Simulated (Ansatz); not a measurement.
Input file:

```yaml
crystal:
  lattice:
    - [0.0, 5.43, 5.43]
    - [5.43, 0.0, 5.43]
    - [5.43, 5.43, 0.0]
  atoms:
    - { symbol: Si, position: [-0.00421269, 0.00344017, 0.00340116] }
    - { symbol: Si, position: [0.12526658, 0.12493533, 0.1249019] }
    - { symbol: Si, position: [-0.00421253, 0.00344056, 0.49737705] }
    - { symbol: Si, position: [0.12154654, 0.13198998, 0.62323609] }
    - { symbol: Si, position: [-0.00421159, 0.49741041, 0.00340394] }
    - { symbol: Si, position: [0.12154013, 0.62328953, 0.1319409] }
    - { symbol: Si, position: [-0.00147712, 0.50052335, 0.5004806] }
    - { symbol: Si, position: [0.12153918, 0.62328991, 0.62323854] }
    - { symbol: Si, position: [0.49885965, 0.00040136, 0.000372] }
    - { symbol: Si, position: [0.6233067, 0.1249845, 0.1249396] }
    - { symbol: Si, position: [0.50167767, 0.00347698, 0.49742585] }
    - { symbol: Si, position: [0.62330684, 0.12498598, 0.62677371] }
    - { symbol: Si, position: [0.50166944, 0.49747333, 0.0034281] }
    - { symbol: Si, position: [0.62330796, 0.62680046, 0.1249496] }
    - { symbol: Si, position: [0.50166805, 0.49747503, 0.49743719] }
    - { symbol: Si, position: [0.62997682, 0.62337992, 0.6233261] }
    - { symbol: Si, position: [0.24846966, 0.7505437, 0.75049736] }
basis:
  ecutwfc: 420.0
kpoints:
  mp_grid: { grid: [2, 2, 2] }
hamiltonian:
  xc: pbe
scf:
  occupations: { method: gaussian, width: 0.05 }
  lower_state_search: "off"
  max_iter: 85
neb:
  images: 3
  f_tol: 0.2
  max_iterations: 50
  order_check: false
  final_atoms:
    - { symbol: Si, position: [0.00104259, -0.00101791, -0.00018286] }
    - { symbol: Si, position: [0.12290436, 0.12822687, 0.12096785] }
    - { symbol: Si, position: [-0.00446393, 0.00191963, 0.50111129] }
    - { symbol: Si, position: [0.12286548, 0.12819194, 0.62760357] }
    - { symbol: Si, position: [0.00087244, 0.50053149, -0.00028999] }
    - { symbol: Si, position: [0.1250573, 0.6251031, 0.12484261] }
    - { symbol: Si, position: [0.00081169, 0.50047123, 0.49873474] }
    - { symbol: Si, position: [0.12263369, 0.62192319, 0.62759441] }
    - { symbol: Si, position: [0.5030948, 0.00260439, -0.0076326] }
    - { symbol: Si, position: [0.62878812, 0.12865313, 0.12107646] }
    - { symbol: Si, position: [0.50306161, 0.00261666, 0.50161607] }
    - { symbol: Si, position: [0.62687582, 0.12526648, 0.62376768] }
    - { symbol: Si, position: [0.49890729, 0.50086069, -6.438e-05] }
    - { symbol: Si, position: [0.62852815, 0.62232538, 0.12109804] }
    - { symbol: Si, position: [0.50275172, 0.49390175, 0.50150214] }
    - { symbol: Si, position: [0.62845628, 0.62233325, 0.62769647] }
    - { symbol: Si, position: [0.37701133, 0.87529681, 0.37365244] }
```

Command:

```bash
$ ansatz run input.yaml --threads 1 --pin off --max-ram 3072MiB --backend cpu --events-out ev --progress --plain --runs-dir out
```

Hardware: 1 thread of Arm Neoverse V2, with other jobs on the host.

Task: Roughly how long does this run take, and how much memory?

Result: 70 s, with a peak of 0.7 GiB, for 3 band iterations.
